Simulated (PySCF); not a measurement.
Mg: interval between two levels

Mg [Ne] 3s2 → Mg [Ne] 3s1 3p1 [3P2, M_J = 2], as a difference of total energies. Calculation: PySCF 2.14, in x2c-TZVPall-2c with one added diffuse shell each of s, p, d type (6s6p4d, 44 functions); the two-component X2C-1e Hamiltonian. Correlated levels: [Ne] frozen. "Screened" scales the spin-orbit matrix elements by Boettger's factors to mimic the two-electron term; Breit and QED terms are absent.

| method | interval between two levels (cm⁻¹) | error (cm⁻¹) |
| --- | --- | --- |
| GHF (spin-free) | 14974 | -6938 |
| GMP2 (spin-free) | 19149 | -2762 |
| GHF (screened spin-orbit) | 14996 | -6915 |
| GMP2 (screened spin-orbit) | 19171 | -2740 |

Reference: 21911 cm⁻¹ (measured; NIST Handbook of Basic Atomic Spectroscopic Data (Sansonetti and Martin, J. Phys. Chem. Ref. Data 34, 1559 (2005))).

Errors of the correlated levels include the incompleteness of this basis and the frozen core.

The labels give the starting determinants; with spin-orbit coupling the two ends relaxed to ⟨J²⟩ = 0.00, ⟨L²⟩ = 0.00, ⟨S²⟩ = 0.00 and ⟨J²⟩ = 6.01, ⟨L²⟩ = 2.01, ⟨S²⟩ = 2.00.
